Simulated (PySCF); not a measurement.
Stretching TmP

Set-up: Tm x2c-SVPall, P x2c-SVPall; spin-free X2C with a Gaussian nucleus (PySCF 2.14). Energies in eV from Tm (4f13 6s2) + P in their ground configurations at the same level. All curves are PBE0. state 1: quintet, about 12.9 electrons in the 4f shell (Mulliken), real f orbitals that mix terms; state 2: triplet, about 13.0 electrons in the 4f shell (Mulliken), real f orbitals that mix terms, a second solution, started from another occupation; state 3: Ms = 0 determinant of mixed spin, about 13.0 electrons in the 4f shell (Mulliken), real f orbitals that mix terms, a second solution, started from another occupation.

```csv
R (Å),state 1,state 2,state 3
2.421,-0.621,-1.020,-0.994
2.534,-0.871,-1.077,-1.066
2.646,-1.012,-1.028,-1.028
2.731,-1.063,-0.946,-0.952
2.815,-1.078,-0.838,-0.848
2.899,-1.064,-0.713,-0.727
3.012,-1.013,-0.531,-0.548
3.153,-0.918,-0.293,-0.312
3.322,-0.784,-0.007,-0.026
3.547,-0.603,0.355,0.335
```

Q: Put a parabola through the three lowest points of the state 1 curve and estimate Re, k and ωe (reduced mass 26.17 u; 1 eV/Å² = 0.16022 mdyn/Å; ωe = 1302.8·√(k/μ) cm⁻¹).

A: Through R = 2.731, 2.815, 2.899 Å the second-order coefficient is 2.05 eV/Å², so Re ≈ 2.816 Å, k ≈ 0.658 mdyn/Å and ωe ≈ 207 cm⁻¹. A polynomial fit of higher order to the unrounded PBE0 energies gives Re = 2.812 Å, k = 0.640 mdyn/Å, ωe = 204 cm⁻¹; anharmonicity and rounding make the difference.

The higher-order fit for each curve: state 1: Re = 2.812 Å, ωe = 204 cm⁻¹, De = 1.08 eV; state 2: Re = 2.530 Å, ωe = 295 cm⁻¹, minimum 1.08 eV below the ground-state fragments; state 3: Re = 2.543 Å, ωe = 292 cm⁻¹, minimum 1.07 eV below the ground-state fragments.

⟨S²⟩ of the unrestricted solution departs from its pure value on part of the curve, where spin states mix. Spin–orbit coupling is left out, which matters for elements this heavy, above all for dissociation energies. With d or f electrons several states lie close, and the lowest PBE0 determinant need not be the measured ground state.
